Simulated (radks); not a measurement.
Isoelectronic series with 20 electrons, each ion in its NIST ground configuration. All-electron calculation, Dirac Kohn-Sham, BLYP, spin-unpolarised, spherical densities, finite nucleus; open shells fill j = l - 1/2 first; Fermi nuclear charge, rms radius of each element as measured or else 0.836 A^(1/3) + 0.57 fm. Program: a radial shooting solver on a logarithmic mesh with Libxc functionals. Total energies (hartree) and orbital eigenvalues (Ry):

ion    configuration  E (hartree)      3p3/2      3p1/2      3s1/2      2p3/2
Ca          [Ar] 4s2   -680.56749   -2.03022   -2.05864   -3.43739  -24.51094
Ti2+        [Ar] 3d2   -853.07015   -3.99918   -4.04796   -5.75856  -33.69153
Cr4+        [Ar] 3d2  -1047.08850   -7.56291   -7.64574   -9.73796  -45.62776
Fe6+        [Ar] 3d2  -1262.34596  -12.13115  -12.26363  -14.75123  -59.70324
Ni8+        [Ar] 3d2  -1498.91190  -17.64173  -17.84315  -20.73408  -75.84723
Zn10+       [Ar] 3d2  -1756.89919  -24.07471  -24.36864  -27.66891  -94.03493
Ge12+       [Ar] 3d2  -2036.44722  -31.42132  -31.83614  -35.55108  -114.2548
Se14+       [Ar] 3d2  -2337.71597  -39.67736  -40.24680  -44.38154  -136.5012
Kr16+       [Ar] 3d2  -2660.88304  -48.84101  -49.60469  -54.16441  -160.7715
Sr18+       [Ar] 3d2  -3006.14397  -58.91184  -59.91584  -64.90589  -187.0651
Zr20+       [Ar] 3d2  -3373.71164  -69.89034  -71.18782  -76.61382  -215.3828
Mo22+       [Ar] 3d2  -3763.81504  -81.77767  -83.42953  -89.29735  -245.7262
Ru24+       [Ar] 3d2  -4176.70719  -94.57550  -96.65101  -102.9670  -278.0978
